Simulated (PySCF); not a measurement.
**Finite-field polarisability of Cl (chlorine, neutral)**

[Ne] 3s2 3p5, 2P determinant. Computed with PySCF 2.14 in aug-cc-pV(T+d)Z with one added diffuse shell each of s, p, d, f type (7s6p5d3f, 71 functions), with no relativity, point nucleus. Frozen: [Ne]. Energy changes in a uniform field (μhartree):

```tsv
axis	F (au)	HF	MP2	CCSD	CCSD(T)
x	0.0039	-100.141	-103.173	-102.611	-103.316
x	0.0078	-400.691	-412.849	-410.602	-413.429
y	0.0037	-101.038	-105.035	-104.340	-105.301
y	0.0074	-404.386	-420.434	-417.640	-421.499
```

By symmetry the remaining axis equals y.

Task: Derive α along x at CCSD(T) from the two fields.

Result: With ΔE = −αF²/2 − γF⁴/24, α = −(16 ΔE(F) − ΔE(2F))/(6F²) = 13.58 bohr³.

Task: And the mean polarisability at each level?

Result: The components xx, yy, zz at CCSD(T) are 13.58, 15.38, 15.38, the third axis being equal by symmetry to one of the two computed. Means: HF 14.23, MP2 14.75, CCSD 14.66, CCSD(T) 14.78 bohr³. Reference: 14.6 ± 0.1 bohr³ (recommended; Schwerdtfeger and Nagle, table of static dipole polarizabilities (2023 update)).
